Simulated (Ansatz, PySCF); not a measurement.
Breaking the Bi1–H2 bond in BiFH2 (SMILES [F][BiH2]) (multiplicity 1 held, fragments rigid). Energies count from the point at 1.806 Å.
Geometry at that point (charge 0, multiplicity 1):
```xyz
4

Bi    -0.0977    -0.1152     0.1228
H     -1.5778     0.1833    -0.8682
H      0.3239    -1.5108    -0.9431
F      1.0407     1.2094    -0.9316
```

R- and RO- levels are restricted; in cc, def2 and unpolarised 6-31G sets they are followed outwards from rest. Unrestricted levels (U-) break spin symmetry where that is lower. Levels need not reach the same state.

Rows in LANL2DZ carry no dispersion term and start afresh at each structure. LANL2DZ brings its own core potentials from Na on.

Programs: Ansatz (a first-principles code) with Gaussian orbitals; PySCF for LANL2DZ rows.  In def2 rows elements past Kr take small-core potentials, without spin–orbit coupling.

Problem. One of these levels gives 40.34 kcal/mol for the energy at R = 5.779 Å. Which?
A. R-HF/def2-TZVPP
B. U-B3LYP/LANL2DZ
C. U-HF/LANL2DZ

Solution. C, U-HF/LANL2DZ. The others give 144.52 (R-HF/def2-TZVPP), 63.82 (U-B3LYP/LANL2DZ)

Doubts at one or more of the structures used: a spin-contaminated determinant (U-HF/LANL2DZ, U-B3LYP/LANL2DZ); a restricted determinant that unrestricted orbitals would lower (R-HF/def2-TZVPP).
